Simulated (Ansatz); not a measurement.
H₆S₂SiSn (`S[SiH2][SnH2][SH]`). Total charge 0; spin multiplicity 1. Sn: def2 effective core potential.

Z-matrix (Å, degrees):
```
Si
Sn 1 2.567
S 1 2.133 2 105.7
H 1 1.485 2 112.8 3 117.4
H 1 1.488 2 109.5 3 -122.0
S 2 2.427 1 103.1 3 35.9
H 2 1.708 1 116.3 3 153.7
H 2 1.704 1 114.2 3 -75.9
H 3 1.352 1 93.3 2 -31.7
H 6 1.344 2 93.8 1 73.7
```

(1) List the harmonic frequencies (cm⁻¹, unscaled) at PBE0-D4/def2-TZVP in Ansatz. (An estimate is asked.)

(2) Is this a minimum?

(3) Give the ideal-gas thermochemistry at 298.15 K and 1 bar (rigid rotor, harmonic oscillator; point group C1, symmetry number 1).

(4) And at 400, 500, 600, 800 and 1000 K?

(5) Rotational constants (cm⁻¹)?

Answers

(1) Computed: 38, 83, 125, 153, 295, 316, 331, 343, 435, 510, 526, 578, 626, 695, 718, 742, 853, 940, 1929, 1955, 2204, 2232, 2608, 2712.

(2) Yes, all 24 modes are real.

(3) Zero-point energy 131.3 kJ/mol; H(298) − E = 156.9 kJ/mol; entropy 400.5 J/(mol·K), of which translation 176.0, rotation 123.4, vibration 101.1; G(298) − E = 37.5 kJ/mol. Modes under 100 cm⁻¹ are hindered rotations or soft bends, so the harmonic entropy is rough.

(4) 
```tsv
T (K)	H − E (kJ/mol)	S (J/mol/K)	G − E (kJ/mol)
400	171.3	442.0	-5.5
500	187.0	476.9	-51.5
600	203.7	507.4	-100.7
800	239.8	559.1	-207.5
1000	278.4	602.2	-323.8
```

(5) 0.07559, 0.03626, 0.02609.
